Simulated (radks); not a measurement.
Species: Cd3+. Configuration: [Kr] 4d8 4f1 (not the ground configuration).

Calculated with a radial shooting solver on a logarithmic mesh with Libxc functionals: Dirac Kohn-Sham, PBEsol, spin-unpolarised, spherical densities, finite nucleus; open shells fill j = l - 1/2 first; Fermi nuclear charge, rms radius 4.6087 fm.

Energy parts (Ry):
| part | energy |
|---|---|
| total | -11179.04956 |
| kinetic | 11721.72196 |
| electron-nucleus | -26980.86298 |
| Hartree | 4381.04307 |
| exchange-correlation | -300.95161 |

Orbitals (lengths in bohr, moments of r in powers of bohr):
orbital,occ.,eigenvalue (Ry),<r^4>,<r>,<1/r>,small-component weight
1s1/2,2,-1950.688,4.070e-06,0.03041,50.62,3.09e-02
2s1/2,2,-292.4850,0.0007170,0.1313,11.69,6.50e-03
2p1/2,2,-272.5759,0.0004652,0.1112,11.67,6.52e-03
2p3/2,4,-258.4422,0.0005396,0.1164,10.93,6.25e-03
3s1/2,2,-57.27007,0.03307,0.3582,4.103,1.85e-03
3p1/2,2,-49.29058,0.03249,0.3495,4.011,1.79e-03
3p3/2,4,-46.76480,0.03655,0.3605,3.831,1.72e-03
3d3/2,4,-32.63173,0.03238,0.3326,3.672,1.60e-03
3d5/2,6,-32.11803,0.03361,0.3361,3.625,1.58e-03
4s1/2,2,-11.07060,1.098,0.8714,1.596,4.88e-04
4p1/2,2,-8.48281,1.469,0.9247,1.482,4.32e-04
4p3/2,4,-8.03912,1.659,0.9532,1.426,4.10e-04
4d3/2,4,-4.00310,4.213,1.151,1.153,2.83e-04
4d5/2,4,-3.94229,4.392,1.163,1.139,2.78e-04
5s1/2,0,-2.68516,41.69,2.182,0.5991,9.57e-05
5p1/2,0,-2.08006,73.71,2.503,0.5179,7.40e-05
5p3/2,0,-2.02100,81.69,2.571,0.5025,7.07e-05
5d3/2,0,-1.24040,294.9,3.557,0.3600,4.05e-05
5d5/2,0,-1.23390,301.4,3.578,0.3579,4.02e-05
4f5/2,1,-0.89160,416.2,3.660,0.3412,2.79e-05
4f7/2,0,-0.89126,417.3,3.663,0.3407,2.78e-05
5f5/2,0,-0.52852,4415,6.722,0.2265,1.99e-05
5f7/2,0,-0.52821,4427,6.729,0.2260,1.98e-05

The highest occupied level is 4f5/2 at -12.131 eV. The configuration is held as typed, so some empty levels lie below it. Summed over all electrons, <r^2> = 38.77 bohr^2, which gives a Langevin (diamagnetic) susceptibility term of -30.7 x 10^-6 cm^3/mol.

Run on one thread of a shared host, so times are rough (Intel(R) Xeon(R) Platinum 8259CL CPU @ 2.50GHz): 0.27 s of CPU time, 0.27 s wall, 15 iterations on 2213 mesh points.
